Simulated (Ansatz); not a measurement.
Clusters of 5 atoms, capped: PBE0-D4/def2-TZVPD single points in Ansatz on relaxed structures, gas phase. Each cluster is the lowest isomer that a short search found in that spin, judged at the geometry's level, and lower ones may exist. Core potentials for Sn, no spin–orbit coupling. HOMO and LUMO are taken over both spins. A negative affinity means that the extra electron isn't bound at that geometry and level; within about 0.2 eV of zero the sign isn't settled. Binding counts from free atoms in the multiplicity of their measured ground term, without zero-point energy. Singlets are spin-restricted. The spins of the ions were chosen, not always searched. A dash marks a value that wasn't run or was left out as unsound. The structures are stationary points that may keep the symmetry of their start. Remarks come from the PBE and PBE0 runs and from stability tests at other levels; not every state was tested. A HOMO above zero means that the electron is unbound at that level and held by the basis, or that self-interaction error raises the level; the energy of removing that electron tells which.

| species | atoms | state | geometry | HOMO (eV) | LUMO (eV) | gap (eV) | vertical EA (eV) | binding per atom (eV) | point group (within 0.1 Å) | remarks |
| --- | --- | --- | --- | --- | --- | --- | --- | --- | --- | --- |
| Sn3H2 | 5 | singlet | PBE-D4/def2-SVP | -5.63 | -2.37 | 3.25 | 1.02 | 2.11 | C2v | HOMO above zero (-1 doublet), spin-contaminated (⟨S²⟩ up to 0.87) (-1 doublet) |
| Cu2H3 | 5 | doublet; reduced ion singlet | PBE-D4/def2-TZVP | -7.25 | -4.90 | 2.35 | 3.05 | 1.62 | C2v | – |
| Sn2H3 | 5 | doublet; reduced ion singlet | PBE0-D4/def2-TZVP | -5.72 | -3.43 | 2.29 | – | 1.95 | Cs | HOMO above zero (-1 singlet), restricted SCF unstable in HF (-1 singlet) |
| C3H2 | 5 | singlet | r2SCAN-D4/def2-TZVP | -6.79 | -1.01 | 5.79 | -1.10 | 4.55 | C2v | HOMO above zero (-1 doublet) |

The gap (eV) runs from 2.29 (Sn2H3) to 5.79 (C3H2). The vertical EA (eV) runs from -1.10 (C3H2) to 3.05 (Cu2H3).
